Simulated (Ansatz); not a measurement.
Calculated with Ansatz (gas phase, PBE0-D4/def2-TZVP geometries, no zero-point term in ΔE). CCSD(T)/CBS is the MP2 limit (def2-TZVPP, def2-QZVPP) plus CCSD(T) − MP2 in def2-TZVPP, frozen cores. This one scheme is used for every species, atoms too. DFT in def2-TZVPP. B3LYP here is the variant with VWN-RPA as its local correlation; programs differ in this. HSE06 is defined as in plane-wave codes. Open shells (•) are unrestricted, without spin–orbit coupling. Spin–orbit coupling would lower the free atoms: a little for Al, C, O, Si. One conformer a species, not always the lowest.

Reaction (atomization): `[CH3][Al]([OH])[SiH3]` → Al• + C• + 7 H• + O• + Si•

```
             level  ΔE (kJ/mol)  difference from CCSD(T)/CBS
       LDA (SPW92)       4124.3                        416.0
            PBE-D4       3699.5                         -8.8
         revPBE-D4       3626.4                        -81.9
           BLYP-D4       3663.4                        -44.9
         r2SCAN-D4       3703.6                         -4.7
            B97M-V       3711.3                          3.0
           PBE0-D4       3661.1                        -47.2
          B3LYP-D4       3687.1                        -21.2
        r2SCANh-D4       3685.1                        -23.2
        r2SCAN0-D4       3658.8                        -49.5
          HSE06-D4       3662.9                        -45.4
          BHLYP-D4       3613.3                        -95.0
      CAM-B3LYP-D4       3705.7                         -2.6
           ωB97X-V       3709.7                          1.4
           ωB97M-V       3698.2                        -10.1
            B2PLYP       3651.1                        -57.2
          PBE-QIDH       3653.2                        -55.1
            revPBE       3576.4                       -131.9
              BLYP       3624.6                        -83.7
            r2SCAN       3698.9                         -9.4
              PBE0       3645.4                        -62.9
             B3LYP       3657.7                        -50.6
           r2SCANh       3680.1                        -28.2
           r2SCAN0       3653.3                        -55.0
             HSE06       3648.2                        -60.1
         CAM-B3LYP       3689.6                        -18.7
           LC-ωPBE       3669.2                        -39.1
       HF/def2-SVP       2762.8                       -945.5
      MP2/def2-SVP       3488.5                       -219.8
     CCSD/def2-SVP       3452.3                       -256.0
     HF/def2-TZVPP       2767.9                       -940.4
    MP2/def2-TZVPP       3634.3                        -74.0
SCS-MP2/def2-TZVPP       3641.7                        -66.6
   CCSD/def2-TZVPP       3574.7                       -133.6
CCSD(T)/def2-TZVPP       3615.0                        -93.3
     HF/def2-QZVPP       2774.0                       -934.3
    MP2/def2-QZVPP       3689.9                        -18.4
SCS-MP2/def2-QZVPP       3704.6                         -3.7
     MP2/CBS(def2)       3727.6                         19.3
    CCSD/CBS(def2)       3667.9                        -40.4
       CCSD(T)/CBS       3708.3                            0
```

Largest T1 diagnostic among the species: 0.018.

At CCSD(T), def2-SVP lies −230.0 kJ/mol from the extrapolated value and def2-TZVPP −93.3 kJ/mol: correlation converges slowly with the basis, and small sets miss more of it in the bonded molecule than in its fragments. Leaving LDA and LC-ωPBE aside and taking each functional with its dispersion term where it has one, the values spread over 98.1 kJ/mol, from BHLYP-D4 to B97M-V. LDA lies +443.0 kJ/mol from PBE without D4, its usual overbinding.

For atomizations the MP2-based limit and the directly extrapolated one differ by several kJ/mol either way, and by 10 to 25 for some Ge, Se and Sn compounds, so smaller differences from it don't rank the levels.
